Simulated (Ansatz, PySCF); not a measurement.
C2H9NOSi2, SMILES C=CO[SiH2]N[SiH3]. Atoms are numbered in the order given.

```xyz
15

C      3.3252     0.2030     0.6167
C      2.0084     0.0758     0.4390
O      1.4546    -0.9050    -0.3196
Si    -0.1062    -0.9335    -0.9466
N     -1.2934    -0.4796     0.2321
Si    -2.1816     1.0182     0.4040
H      3.7125     0.9974     1.2561
H      4.0275    -0.4816     0.1360
H      1.2957     0.7560     0.9258
H     -0.2737    -2.3408    -1.3780
H     -0.2261     0.0309    -2.0707
H     -1.4543    -1.1675     0.9676
H     -3.6563     0.7864     0.3995
H     -1.8064     1.8831    -0.7473
H     -1.8410     1.7183     1.6794
```
Charge 0, spin multiplicity 1.

Geometry: B3LYP-D3(BJ)/def2-SVP. The structure was generated by enumeration, and PubChem lists no compound with its InChIKey, so it may never have been made. Other conformers were not sampled.

Two levels are set side by side: PBE-D3(BJ)/def2-SVP (Ansatz, a first-principles code) and B3LYP-D3(BJ)/def2-SVP (Ansatz). Each level has its own optimised geometry; the coordinates shown are those of the second. Frequencies come from the Hessian of PySCF at each geometry. Differences are taken from unrounded values.

```
quantity                            B3LYP-D3(BJ)
----------------------------------  ------------
mean bond length (Å)                       1.400
bond C1–C2 (Å)                             1.335
bond C2–O3 (Å)                             1.358
bond O3–Si4 (Å)                            1.682
bond Si4–N5 (Å)                            1.733
bond N5–Si6 (Å)                            1.750
bond C1–H7 (Å)                             1.091
bond C1–H8 (Å)                             1.092
bond C2–H9 (Å)                             1.099
bond Si4–H10 (Å)                           1.481
bond Si4–H11 (Å)                           1.486
bond N5–H12 (Å)                            1.020
bond Si6–H13 (Å)                           1.493
bond Si6–H14 (Å)                           1.488
bond Si6–H15 (Å)                           1.494
highest harmonic wavenumber (cm⁻¹)          3555
mean harmonic wavenumber (cm⁻¹)             1195
zero-point energy (kcal/mol)               66.65
```

Q: What does PBE-D3(BJ) give, and how far is it from B3LYP-D3(BJ)? (An estimate is asked for; the answer gives what the named calculation found.)

A: 
| quantity | PBE-D3(BJ) | PBE-D3(BJ) minus B3LYP-D3(BJ) |
|---|---|---|
| mean bond length (Å) | 1.411 | 0.011 |
| bond C1–C2 (Å) | 1.344 | 0.009 |
| bond C2–O3 (Å) | 1.363 | 0.005 |
| bond O3–Si4 (Å) | 1.699 | 0.017 |
| bond Si4–N5 (Å) | 1.742 | 0.008 |
| bond N5–Si6 (Å) | 1.759 | 0.009 |
| bond C1–H7 (Å) | 1.098 | 0.007 |
| bond C1–H8 (Å) | 1.100 | 0.008 |
| bond C2–H9 (Å) | 1.108 | 0.010 |
| bond Si4–H10 (Å) | 1.494 | 0.013 |
| bond Si4–H11 (Å) | 1.500 | 0.014 |
| bond N5–H12 (Å) | 1.027 | 0.007 |
| bond Si6–H13 (Å) | 1.506 | 0.013 |
| bond Si6–H14 (Å) | 1.501 | 0.013 |
| bond Si6–H15 (Å) | 1.508 | 0.014 |
| highest harmonic wavenumber (cm⁻¹) | 3488 | -67 |
| mean harmonic wavenumber (cm⁻¹) | 1159 | -37 |
| zero-point energy (kcal/mol) | 64.60 | -2.06 |

Exact exchange shortens and stiffens bonds; PBE has none. Differences between two approximate levels are no errors against the true value.
